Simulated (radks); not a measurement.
Mo+, configuration [Ar] 3d10 4s2 4p4 4d7 (not the ground configuration). Method: Dirac Kohn-Sham, PBEsol, spin-unpolarised, spherical densities, finite nucleus; open shells are shared between the two j in proportion to 2j + 1; Fermi nuclear charge, rms radius 4.4091 fm; computed with a radial shooting solver on a logarithmic mesh with Libxc functionals.

Normalised radial functions P(r) = r R(r) (large component), r in bohr:

```
   r/bohr * 3d3/2, o 4p1/2, + 4p3/2 (the largest magnitude, 1.54, reaches the edge; | marks zero, & curves that meet)
 0.003555                             &
 0.004666                             &
 0.006124                             &
 0.008039                             &
  0.01055                             *&
  0.01385                             *&
  0.01818                             *+o
  0.02386                             * &
  0.03132                             |* &
  0.04111                             |*  &
  0.05396                             | *  &
  0.07083                             |   * &
  0.09297                             |     &*
    0.122                             |   &       *
   0.1602                             &                *
   0.2102                        &    |                      *
    0.276                    &        |                          *
   0.3622                    &        |                          *
   0.4754                          &  |                      *
   0.6241                             |     +o        *
   0.8191                             |        *     &
    1.075                             |  *              &
    1.411                             |*             &
    1.852                             *        &
    2.431                             *   &
    3.192                             *&
    4.189                             &
    5.499                             &
```

3d3/2: eigenvalue -235.02 eV, 0 radial nodes, <r> = 0.413 bohr, 90 % of the charge inside 0.660 bohr. 4p1/2: eigenvalue -49.963 eV, 2 radial nodes at r = 0.157, 0.514 bohr, <r> = 1.20 bohr, 90 % of the charge inside 1.78 bohr. 4p3/2: eigenvalue -47.378 eV, 2 radial nodes at r = 0.162, 0.527 bohr, <r> = 1.23 bohr, 90 % of the charge inside 1.82 bohr.
